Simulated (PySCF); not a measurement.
C4H2ClF, SMILES C#C/C=C(\F)Cl. Geometry optimised at B3LYP-D3(BJ)/def2-SVP. The structure was generated by enumeration; whether it is a known compound was not checked.

Level of theory: B3LYP-D3(BJ)/def2-SVP (PySCF).

Harmonic wavenumbers (cm⁻¹): 134, 136, 332, 397, 447, 489, 581, 656, 715, 824, 858, 1031, 1119, 1342, 1709, 2216, 3194, 3471. Rotational constants (GHz): 9.239, 1.477, 1.273; symmetry number 1.

**Question.** Work out the zero-point energy and the ideal-gas rigid-rotor harmonic-oscillator thermochemistry at 298.15 K and 1 atm.

**Answer.** ZPE = ½ Σ hcν = ½ × 19652 cm⁻¹ = 117.55 kJ/mol. H − E(el) = 135.72 kJ/mol. Entropy in J/(mol K): translation 166.73, rotation 114.29, vibration 46.53, total 327.56. G − E(el) = 38.06 kJ/mol. Cp = 93.11 J/(mol K). Modes under 150 cm⁻¹ make the vibrational entropy uncertain.
